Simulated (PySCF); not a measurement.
**Diatomics of Mg with group 15**

CCSD(T) with double-zeta basis sets in PySCF, for the lowest determinant that a PBE0 search found; no spin–orbit coupling. De refers to high-spin ground-configuration atoms.

```json
{"M": "P", "basis": "x2c-SVPall", "reference, frozen orbitals": "UHF, 6", "state (unpaired electrons)": "quartet (σ ↑, π ↑↑)", "Re (Å)": "2.616", "ωe (cm⁻¹)": "253", "De (eV)": "0.26"}
{"M": "As", "basis": "def2-SVP", "reference, frozen orbitals": "UHF, 10", "state (unpaired electrons)": "quartet (σ ↑, π ↑↑)", "Re (Å)": "2.717", "ωe (cm⁻¹)": "208", "De (eV)": "0.26"}
{"M": "Sb", "basis": "def2-SVP", "reference, frozen orbitals": "UHF, 5", "state (unpaired electrons)": "quartet (σ ↑, π ↑↑)", "Re (Å)": "2.957", "ωe (cm⁻¹)": "164", "De (eV)": "0.19"}
{"M": "Bi", "basis": "def2-SVP", "reference, frozen orbitals": "ROHF, 5", "state (unpaired electrons)": "quartet (σ ↑, π ↑↑)", "Re (Å)": "3.075", "ωe (cm⁻¹)": "137", "De (eV)": "0.16"}
```

Q: By what factor does the harmonic wavenumber vary along the series?

A: At CCSD(T) it runs from 137 cm⁻¹ (MgBi) to 253 cm⁻¹ (MgP), a factor of 1.85.

The rows differ in basis set, which adds steps of its own.

Down a group the atoms grow and get heavier, so bonds lengthen and wavenumbers fall; this series shows no clear exception.

Correlated steps freeze the inner cores (5 to 10 orbitals); shallow outer-core shells are correlated. UHF and ROHF references stand side by side, which adds small steps between rows. Weak bonds: MgAs, MgBi, MgP, MgSb. Basis-set superposition, not corrected here, can be much of De in a small basis, most of all at correlated wavefunction levels. Spin–orbit coupling is left out, which matters for elements this heavy, above all for dissociation energies. States were picked by a PBE0 search and need not be the measured ground states.
